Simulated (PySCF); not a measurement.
# Run times: zirconium in x2c-QZVPPall-2c

Measured wall times of calculations with PySCF 2.14 in x2c-QZVPPall-2c (13s12p9d3f2g, 133 functions), with two-component X2C-1e, run from one Python driver. Hardware: 1 thread of Neoverse-V2 on a shared host, 3 GiB allowed. The two-electron integrals over 133 functions were computed once and kept in memory (7.5 CPU seconds with the set-up); the times below exclude them.

Launch command (the driver calls PySCF for each step listed in the task file):

```bash
OMP_NUM_THREADS=1 python sorun2.py TASK.json OUT
```

| species | step | iterations | wall time (s) |
| --- | --- | --- | --- |
| Zr³⁺ [Kr] 4d1 | GHF, spin-free | 23 | 29 |
| Zr³⁺ [Kr] 4d1 | GMP2 (9 electrons), spin-free |  | 2.9 |
| Zr³⁺ [Kr] 4d1 | GHF, screened spin-orbit | 14 | 19 |
| Zr³⁺ [Kr] 4d1 | GMP2 (9 electrons), screened spin-orbit |  | 1.1 |
| Zr⁴⁺ [Kr] | GHF, spin-free | 4 | 7.2 |
| Zr⁴⁺ [Kr] | GMP2 (8 electrons), spin-free |  | 0.94 |
| Zr⁴⁺ [Kr] | GHF, screened spin-orbit | 6 | 9.5 |
| Zr⁴⁺ [Kr] | GMP2 (8 electrons), screened spin-orbit |  | 0.93 |

Peak memory of the process: 0.62 GiB. Times on a shared host vary from run to run.
